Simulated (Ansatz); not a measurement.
System: sum formula GeOF2, net charge 0, singlet state. 
Geometry from a B3LYP-D3(BJ)/def2-TZVP (Ansatz, an electronic-structure program) optimisation:
SMILES: [O]=[Ge]([F])[F]
```xyz
4

Ge    -0.0848    -0.0744    -0.0053
O     -1.3074    -1.1470    -0.0820
F     -0.0264     1.5490    -0.5516
F      1.4900    -0.2650     0.6433
```
Charge 0, spin multiplicity 1.

Basis-set convergence of Hartree-Fock and MP2 correlation energies (hartree) with Ansatz. Valence correlation only, unless marked. Spin-orbit coupling is left out. The frozen core is the preceding noble-gas configuration, with the filled d and f shells of earlier blocks. Non-relativistic.

```
basis        functions        E(HF)  E(corr, MP2)
-----------  ---------  -----------  ------------
aug-cc-pVDZ        105  -2349.13081      -0.72016
aug-cc-pVTZ        197            …             …
```

Complete the blanks.


- aug-cc-pVTZ, E(HF): -2349.28220
- aug-cc-pVTZ, E(corr, MP2): -0.88625
